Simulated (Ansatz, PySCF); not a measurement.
AlOF, SMILES [O]=[Al][F]. Atoms are numbered in the order given.

```xyz
3

Al     0.0000     0.0000    -0.0650
O      0.0000     0.0000    -1.6623
F      0.0000     0.0000     1.5715
```
Charge 0, spin multiplicity 1.

The structure is a stationary point at B3LYP-D3(BJ)/def2-TZVP.

Vertical ionisation energy (IE) and electron affinity (EA) in eV. Rows of orbital energies are one-electron estimates. Where ΔSCF, EOM or ADC give a negative EA the extra electron is unbound and the value depends on the basis.

| level | IE | EA |
|---|---|---|
| −ε(HOMO), −ε(LUMO), PBE0/def2-TZVPD (PySCF) | 8.07 | 2.96 |
| −ε(HOMO), −ε(LUMO), PBE/def2-TZVPD (PySCF) | 6.71 | 3.82 |
| ADC(2)/aug-cc-pVDZ (PySCF) | 8.44 | 0.79 |
| ΔSCF, PBE0/def2-TZVPD (Ansatz), final states of multiplicity 2 and 2 | 10.38 | 1.19 |
| ΔSCF, PBE/def2-TZVPD (Ansatz), final states of multiplicity 2 and 2 | 10.76 | 1.21 |

**Question.** What vertical singlet–triplet gap does ΔSCF give with PBE0/def2-TZVPD (Ansatz, a quantum-chemistry and plane-wave program) and with PBE/def2-TZVPD (Ansatz)? (An estimate is asked for; the answer gives what the named calculation found.)

**Answer.** 2.65 and 3.00 eV (triplet above singlet where positive).

**Question.** Beyond the first one, list the lowest photoelectron lines from PySCF with ADC(2)/aug-cc-pVDZ with their pole strengths (two spins summed). (An estimate is asked for; the answer gives what the named calculation found.)

**Answer.** 9.71 eV (1.63), 15.28 eV (1.74), 15.28 eV (1.74), 16.72 eV (1.74).
